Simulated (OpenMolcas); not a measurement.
## Levels of Sr by method

```json
{
  "Program": "OpenMolcas",
  "Basis": "ANO-RCC-VQZP [8s7p4d2f1g]",
  "Scalar Hamiltonian": "DKH2, point nucleus",
  "Active space": "2 electrons in 8 orbitals (5s 5p 6s 6p)",
  "State averaging": "2S+1 = 3 even, 3 roots; 2S+1 = 1 even, 7 roots; 2S+1 = 3 odd, 3 roots; 2S+1 = 1 odd, 3 roots",
  "Spin-orbit coupling": "RASSI with atomic mean-field integrals over the reference wave functions, term energies averaged over their components"
}
```

Methods on the same reference wave functions:
A. CASSCF
B. SS-CASPT2, IPEA 0.25 Eh, imaginary shift 0.1 Eh (closed shells correlated: 4s 4p)
C. MS-CASPT2, IPEA 0.25 Eh, imaginary shift 0.1 Eh (closed shells correlated: 4s 4p)
D. XMS-CASPT2, IPEA 0.25 Eh, imaginary shift 0.1 Eh (closed shells correlated: 4s 4p)

Energies in cm⁻¹ above 5s² ¹S₀, the measured ground level; measured values from NIST Handbook of Basic Atomic Spectroscopic Data.

```
     Level      A      B      C      D  Measured
   5s² ¹S₀    0.0    0.0    0.0    0.0       0.0
5s 5p ³P°₀  13261  13940  14150  14390     14318
5s 5p ³P°₁  13395  14070  14280  14520     14504
5s 5p ³P°₂  13664  14340  14550  14790     14899
5s 5p ¹P°₁  26628  23620  23830  23610     21698
```

Deviations, from unrounded energies. A percentage is the sum of absolute deviations over the sum of measured energies, with the sign that they share, or ± where signs differ.

```tsv
Against measurement	Levels	A	B	C	D
mean absolute deviation (cm-1)	4	2100	820	720	530
other configurations (%)	4	±12.7	±5.0	±4.4	±3.2
```

D lies closest to measurement on these levels and A furthest from it. The largest miss of D in the table is 5s 5p ¹P°₁, by +1900 cm-1. The ranking rests on the paired levels alone, and a cruder setting can come out closer through cancelling errors.

Among B to D the level of the table that moves most is 5s 5p ³P°₀, by 450 cm-1 (lowest in B, highest in D). Moves below CASPT2's spread within the term are not significant.

The lowest spin-free term lies below A's lowest term by 0.223 hartree in B, 0.224 hartree in C, 0.226 hartree in D.

Over all roots computed the reference weight is 0.88 to 0.94 in B, 0.88 to 0.94 in C; the roots of lowest weight are the least certain, and an intruder state may touch them. The run also gave levels led by 5s 6s, which use shells meant for correlation; these and all levels above them are left out. Without dynamic correlation excited terms often stand tens of per cent too high (terms of higher spin than the ground term too low), and those without a measured partner can miss by more than the paired ones (holds for A). Measured partners are found by configuration, term and J. A level has none where our copy of the source lacks it or the pairing is in doubt (some pairs that miss far off the trend of their configuration count as doubtful), and it then counts in no deviation. Only configurations of the active space appear. The table leaves out levels that lie high or whose names do not pair safely across all columns.

° marks odd parity.
